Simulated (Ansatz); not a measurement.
Relaxation of CH5ClGeO (9 atoms, charge 0, multiplicity 1), to a largest force component of 0.03 eV/Å in at most 50 steps.

The calculation used Ansatz, RKS PBE-D4/def2-SVP.

```xyz
9
Properties=species:S:1:pos:R:3
Ge 0.172 -0.006 0.101
C 0.918 -0.026 1.888
H 0.253 -0.144 2.766
H 1.659 -0.849 1.876
H 1.463 0.936 1.969
H 1.628 0.168 -0.359
O -0.964 1.342 -0.184
H -1.384 1.271 -1.061
Cl -0.744 -1.846 -0.623
```

Question: Where does it end, and by what steps?

Answer: It converged. After 7 steps the energy has fallen by 0.502 eV; H6 moved furthest, 0.67 Å.

| step | energy less start (eV) | largest force component (eV/Å) | accepted |
| --- | --- | --- | --- |
| 0 | 0.0000 | 1.456 | yes |
| 1 | -0.2701 | 0.568 | yes |
| 2 | -0.3994 | 0.420 | yes |
| 3 | -0.4736 | 0.359 | yes |
| 4 | -0.4426 | 1.054 | no |
| 5 | -0.4990 | 0.172 | yes |
| 6 | -0.5015 | 0.045 | yes |
| 7 | -0.5020 | 0.029 | yes |

```xyz
9
Properties=species:S:1:pos:R:3
Ge 0.343 0.005 0.061
C 0.916 -0.023 1.917
H 0.030 -0.167 2.565
H 1.629 -0.852 2.084
H 1.403 0.938 2.172
H 1.460 0.191 -1.004
O -0.882 1.308 -0.050
H -1.274 1.350 -0.942
Cl -0.622 -1.904 -0.431
```

Run time: 11 s on 2 threads of Intel(R) Xeon(R) 6975P-C (Granite Rapids) (shared host), peak memory 0.17 GiB.
